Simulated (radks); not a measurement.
Results of a calculation; reference values are marked as such.
Spherical quantum dot in the effective-mass picture: electrons in a parabolic well V = omega^2 r^2 / 2 with omega = 1.58, all in effective atomic units (hartree* = m*/eps^2 hartree, bohr* = eps/m* bohr), one dielectric constant everywhere. Level of theory: non-relativistic Kohn-Sham, PBEsol, spin-polarised, spherical densities (a radial shooting solver with Libxc functionals). Levels are named by radial order and angular momentum (1s, 1p, 1d, 2s, ...), and open shells are averaged over m. Results are scaled to m* = 0.246 and eps = 11.1, for which hartree* = 54.33 meV and bohr* = 2.388 nm.

N = 22, configuration 1s2 1p6 1d10 2s2 1f(up 2, down 0). This is the lowest configuration that the search found. Occupied and some empty levels:

level    occupation  eigenvalue (meV)  <r> (nm)
1s up             1            808.70     3.084
1s down           1            809.57     3.061
1p up             3            850.71     3.861
1p down           3            852.18     3.844
1d up             5            898.18     4.413
1d down           5            900.05     4.403
2s up             1            908.53     3.848
2s down           1            909.92     3.855
1f up             2            950.39     4.853
1f down           0            952.50     4.849
2p up             0            965.84     4.338
2p down           0            967.21     4.344
1g up             0            1006.7     5.228
1g down           0            1008.9     5.228
2d up             0            1025.7     4.794
2d down           0            1027.1     4.799

Energy (meV): total 12836.8, kinetic 1814.3, external 4897.6, Hartree 6811.5, exchange-correlation -686.57.
